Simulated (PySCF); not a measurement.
Some computed properties have been withheld. Give your best values.

Species: C₈H₁₂.
SMILES: `C(=C1CC1)C1CCC1`

Conformer (atom-mapped SMILES and torsion angles): `[CH:1](=[C:2]1[CH2:3][CH2:4]1)[CH:5]1[CH2:6][CH2:7][CH2:8]1`: C2–C1–C5–C6 129°.

```json
{"property": "point group of the GFN2-xTB geometry", "level": "GFN2-xTB", "value": "?"}
{"property": "rotational constants A, B, C of the GFN2-xTB geometry", "level": "GFN2-xTB", "value": "6.474, 0.943, 0.929 GHz"}
{"property": "dipole moment", "level": "PBE0/def2-SVPD", "value": "0.23 D"}
{"property": "HOMO energy", "level": "PBE0/def2-SVPD", "value": "-6.92 eV"}
{"property": "LUMO energy", "level": "PBE0/def2-SVPD", "value": "?"}
{"property": "lowest singlet excitation", "level": "TDDFT PBE0/def2-SVPD", "value": "?"}
{"property": "strongest line among the 6 lowest singlet transitions", "level": "TDDFT PBE0/def2-SVPD", "value": "S2 at 6.70 eV (185 nm, f = 0.558)"}
{"property": "lowest triplet excitation (Tamm–Dancoff)", "level": "TDA PBE0/def2-SVPD", "value": "4.31 eV"}
{"property": "static isotropic polarisability", "level": "PBE0/def2-SVPD", "value": "94.2 au"}
{"property": "electronic spatial extent ⟨r²⟩ about the centre of nuclear charge", "level": "PBE0/def2-SVPD", "value": "1337 bohr²"}
{"property": "13C chemical shifts (computed TMS as zero) by class", "level": "GIAO PBE0/pcSseg-1", "value": "?"}
{"property": "1H chemical shifts (computed TMS as zero) by class", "level": "GIAO PBE0/pcSseg-1", "value": "?"}
```

Electronic properties: PySCF, gas phase, density fitting.

Question: The 13C chemical shifts (computed TMS as zero) by class?

Answer: 133.9 (1 C), 126.0 (1 C), 39.5 (1 C), 28.9 (2 C), 17.5 (1 C), 4.9 (1 C), 4.1 (1 C) ppm.

Question: The lowest singlet excitation?

Answer: 6.60 eV (188 nm, f = 0.000).

Question: What is the point group of the GFN2-xTB geometry?

Answer: Cs.

Question: What are the 1H chemical shifts (computed TMS as zero) by class?

Answer: 6.24 (1 H), 3.17 (1 H), 2.26 (2 H), 2.00 (1 H), 1.94 (2 H), 1.84 (1 H), 1.04 (2 H), 0.99 (2 H) ppm.

Question: Give the LUMO energy.

Answer: 0.30 eV.

In atomic units the dipole is 0.09 e·bohr (1 au = 2.5417 D). The polarisability is 13.96 Å³ as a volume (1 au = 0.148185 Å³), or 1.57 au for each of the 60 electrons. With B = h/(8π²I), that is 505.379 GHz u Å² over I, the principal moments of inertia are 78.1, 535.8 and 543.9 u Å² (most abundant isotopes); the inertial defect Ic − Ia − Ib is -70.0 u Å² (zero for a rigid planar frame, negative otherwise). In wavenumbers S1 is 53300 cm⁻¹ (1 eV = 8065.54 cm⁻¹). A dipole of 0.23 D is allowed in Cs, and pure rotational transitions are dipole-allowed.

For the TDDFT job (PBE0/def2-SVPD), on one thread, Arm Neoverse V1 (aarch64), shared host, this took 54 s wall (with the writing of density and orbital grids) and 1.0 GiB of memory at its peak.

One conformer stands for the species.
